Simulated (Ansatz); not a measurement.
Abridged output of a molecular run in Ansatz:

```
Functional definition: HF
956 factors; integrals over basis functions are off by at most 1.3e-3 eV
mean field evaluation 1: about -76950.0849 eV, gradient 2.0e1 eV
mean field evaluation 2: about -76950.1065 eV, gradient 2.0e1 eV
mean field evaluation 4: about -76952.3876 eV, gradient 2.4e0 eV
mean field evaluation 8: about -76952.4705 eV, gradient 3.1e-1 eV
mean field evaluation 16: about -76952.4737 eV, gradient 2.8e-6 eV
mean field -76952.47370851 eV, -2827.9512485276 hartree, gradient 2.8e-6 eV, S^2 0.756537; 0 other end points of the search recorded, 0 dependent functions left out
16 core orbitals not correlated: weight in the atoms' cores, before any rotation towards them, 1.000 or more for the frozen orbitals, at most 0.000 for the correlated occupied ones
reference -76952.47370851 eV, -2827.9512485276 hartree; 18, 17 occupied and 64, 65 virtual orbitals, 956 factors
second order -17.49274463 eV of doubles, -0.00000000 eV of singles
cycle   1  -17.79203903 eV  change   -3.0e-1 eV  update   9.6e-2
cycle   2  -18.24195443 eV  change   -4.5e-1 eV  update   3.0e-2
cycle   3  -18.34595311 eV  change   -1.0e-1 eV  update   1.7e-2
cycle   4  -18.34058792 eV  change    5.4e-3 eV  update   5.9e-3
cycle   5  -18.33960232 eV  change    9.9e-4 eV  update   3.2e-3
cycle   6  -18.34018378 eV  change   -5.8e-4 eV  update   1.6e-3
cycle   7  -18.33977219 eV  change    4.1e-4 eV  update   6.9e-4
cycle   8  -18.34002303 eV  change   -2.5e-4 eV  update   3.3e-4
cycle   9  -18.34011074 eV  change   -8.8e-5 eV  update   1.4e-4
cycle  10  -18.34002555 eV  change    8.5e-5 eV  update   5.9e-5
cycle  11  -18.34006549 eV  change   -4.0e-5 eV  update   2.6e-5
cycle  12  -18.34006527 eV  change    2.2e-7 eV  update   1.0e-5
perturbative correction -0.45584822 eV, -0.0167521131 hartree
Total energy: -76971.26962200 eV, -2828.6419856081 hartree
Checks for a lower state left out: cluster_reference
```

Its atoms:

Cartesian coordinates in Å:
```
C -0.810 -1.191 -0.090
Se 0.137 -0.159 1.280
Si 1.270 1.228 -0.083
F 0.298 2.163 -0.959
H -1.435 -0.532 -0.688
H -0.096 -1.722 -0.715
H -1.434 -1.904 0.446
H 2.070 2.116 0.810
```

(1) Which basis set was used?
A. def2-SVP
B. cc-pV(Q+d)Z
C. def2-SVPD
D. def2-QZVPP

(2) Write the keys of the input that set method, charge and spin (a neutral closed shell needs none for the last two).

## Answers

(1) A. It gives 98 functions.

(2) 
```yaml
magnetization: {spin_polarized: true, initial_magnetization: 1}
correlation: {method: ccsd_t}
scf: {omitted_lower_state_checks: [cluster_reference]}
```
